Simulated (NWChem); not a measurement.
Program: NWChem. System: iodoethane (C2H5I), charge 0, spin multiplicity 1, at a geometry optimised with B3LYP/def2-SVP with def2 effective core potentials on I. Level: MP2/def2-TZVPD with def2 effective core potentials on I, 6 core orbitals frozen.

The NWChem input:

```
start mol
memory heap 200 mb stack 900 mb global 1100 mb
geometry units angstroms nocenter noautoz
  C      2.449903     0.388848     0.000000
  C      1.121057     1.117352     0.000000
  I     -0.599613    -0.248089     0.000000
  H      2.568305    -0.245375     0.891367
  H      3.268701     1.130597     0.000000
  H      2.568305    -0.245375    -0.891367
  H      0.974204     1.735840     0.894236
  H      0.974204     1.735840    -0.894236
  symmetry group Cs
end
basis spherical
  * library def2-tzvpd
end
ecp
  I library def2-ecp
end
scf
  rhf
  nopen 0
  maxiter 100
  thresh 1e-7
  semidirect memsize 60000000 filesize 0
end
mp2
  freeze core 6
end
task mp2 energy
```

Part of the output:

```
             Northwest Computational Chemistry Package (NWChem) 7.3.0
             --------------------------------------------------------

                                NWChem Input Module
                                -------------------

 Scaling coordinates for geometry "geometry" by  1.889725989
 (inverse scale =  0.529177249)

 Turning off AUTOSYM since
 SYMMETRY directive was detected!

                             Geometry "geometry" -> ""
                             -------------------------

 Output coordinates in angstroms (scale by  1.889725989 to convert to a.u.)

  No.       Tag          Charge          X              Y              Z
 ---- ---------------- ---------- -------------- -------------- --------------
    1 C                    6.0000     2.44990300     0.38884800     0.00000000
    2 C                    6.0000     1.12105700     1.11735200     0.00000000
    3 I                   53.0000    -0.59961300    -0.24808900     0.00000000
    4 H                    1.0000     2.56830500    -0.24537500     0.89136700
    5 H                    1.0000     3.26870100     1.13059700     0.00000000
    6 H                    1.0000     2.56830500    -0.24537500    -0.89136700
    7 H                    1.0000     0.97420400     1.73584000     0.89423600
    8 H                    1.0000     0.97420400     1.73584000    -0.89423600

 Effective nuclear repulsion energy (a.u.)     212.0428958484

            Nuclear Dipole moment (a.u.)
            ----------------------------
        X                 Y               Z
 ---------------- ---------------- ----------------
    -0.0000188973     0.0000188973     0.0000000000

      Symmetry information
      --------------------

 Group name             Cs
 Group number              2
 Group order               2
 No. of unique centers     6

      Symmetry unique atoms

     1    2    3    4    5    7


 Summary of "ao basis" -> "" (spherical)
 ------------------------------------------------------------------------------
       Tag                 Description            Shells   Functions and Types
[...]
  Active beta occupied  =     15
  Active alpha virtual  =    157
  Active beta virtual   =    157
  Use MO symmetry       = T
  Use skeleton AO sym   = T

  AO/Fock/Back tols     =   1.0D-09  1.0D-09  1.0D-09

 GA uses MA = F    GA memory limited = T

 Available:
  local mem=  1.26D+08
 global mem=  1.44D+08
 local disk=  0.00D+00
  mp2_memr nvloc                   157
  nvloc new                   157
   1 passes of  15:        5242880                     182338                 125491834.
   1 passes of  15: M    126137406           G      144115832           F     120894526.
  mp2_memr nvloc                   157
  nvloc new                   157
   2 passes of   8:        5242880                     127410                  66954259.
   2 passes of   8: M    126137406           G      144115832           F     120894526.

 Semi-direct pass number   1 of   2  for RHF alpha+beta  at       45.7s
  vrange nnbf                 15666
  mp2_eaftype                   255  avail_ma_in_mb                  1099
 EAF : mp2_eaftype filesize         255   33477129.
  mp2_eaf for mointskh                    255
Node 0 wrote    157.4 Mb in      0.3 s     Agg I/O rate:   605.1 Mb/s
 Done moints_semi at       72.7s
  mp2_eaftype                   255  avail_ma_in_mb                   844
 EAF : mp2_eaftype filesize         255   33477129.
  mp2_eaf for kh                   255
 Done maket at       73.6s
 Semi-direct pass number   2 of   2  for RHF alpha+beta  at       73.6s
  vrange nnbf                 15666
  mp2_eaftype                   255  avail_ma_in_mb                   844
 EAF : mp2_eaftype filesize         255   33477129.
  mp2_eaf for mointskh                    255
Node 0 wrote    137.7 Mb in      0.2 s     Agg I/O rate:   613.4 Mb/s
 Done moints_semi at       99.9s
  mp2_eaftype                   255  avail_ma_in_mb                   844
 EAF : mp2_eaftype filesize         255   33477129.
  mp2_eaf for kh                   255
 Done maket at      100.7s
 Done multipass loop at      100.7s

          -------------------------------------------
          SCF energy                -375.336887294737
          Correlation energy          -0.847664326533
          Singlet pairs               -0.457174413836
          Triplet pairs               -0.390489912697
          Total MP2 energy          -376.184551621270
          -------------------------------------------

          ---------------------------------------------------
                    Spin Component Scaled (SCS) MP2
          Same spin pairs                     -0.260326608465
          Same spin scaling factor             0.333333333333
          Opposite spin pairs                 -0.587337718068
          Opposite spin scaling fact.          1.200000000000
          SCS-MP2 correlation energy          -0.791580797837
          Total SCS-MP2 energy              -376.128468092574
          ---------------------------------------------------

 -----------------------
 Performance information
 -----------------------

 Timer overhead =  1.37D-07 seconds/call

               Nr. of calls         CPU time (s)                 Wall time (s)                GFlops
             ---------------    -------------------     ------------------------------   -------------------
Name         Min   Avg   Max    Min     Avg     Max     Min     Avg     Max   Mx/calls   Min     Max     Sum
mp2: moin     2     2     2    53.     53.     53.      53.     53.     53.     27.      0.0     0.0     0.0
mp2: make     2     2     2    1.6     1.6     1.6      1.6     1.6     1.6    0.79      0.0     0.0     0.0
mp2: tota     1     1     1    55.     55.     55.      55.     55.     55.     55.      0.0     0.0     0.0

 The average no. of pstat calls per process was 5.00D+00
 with a timing overhead of 6.83D-07s

 Task  times  cpu:      100.6s     wall:      100.6s

 Total times  cpu:      100.7s     wall:      100.7s
```
